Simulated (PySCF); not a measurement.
# Chromium: a sound run and one with changed settings

Sound run: Cr [Ar] 3d5 4s1, Cr⁺ [Ar] 3d5. Computed with PySCF 2.14 in aug-cc-pVDZ (7s6p4d2f, 59 functions), with no relativity, point nucleus. In the sound run the correlated levels freeze [Ar]. The sound run starts from symmetry-adapted Hartree-Fock orbitals and uses a fine grid where one is needed.

Changed run: the spin-free X2C one-electron Hamiltonian (Gaussian nucleus). This setting is unsound on purpose.

```tsv
species	method	sound run (hartree)	changed run (hartree)	converged
Cr	UHF	-1043.35511	-1048.63580	yes
Cr	BP86	-1044.58997	-1049.87003	yes
Cr	PBE	-1044.21452	-1049.49443	yes
Cr	MP2	-1043.43709	-1048.71853	yes
Cr⁺	UHF	-1043.13787	-1048.41572	yes
Cr⁺	BP86	-1044.31948	-1049.59553	yes
Cr⁺	PBE	-1043.94942	-1049.22541	yes
Cr⁺	MP2	-1043.20357	-1048.48173	yes
```

Ionisation energy of Cr:

| method | sound run (eV) | changed run (eV) |
| --- | --- | --- |
| UHF | 5.911 | 5.989 |
| BP86 | 7.361 | 7.470 |
| PBE | 7.214 | 7.320 |
| MP2 | 6.354 | 6.444 |
| SCS-MP2 | 6.059 | 6.140 |

Most of the change in total energy is the relativistic energy itself. On top of that the contraction fixes the core shape for the Hamiltonian it was made with, so the changed run is not a good calculation with the other Hamiltonian either.

For comparison, NIST gives 6.767 eV between the lowest levels.
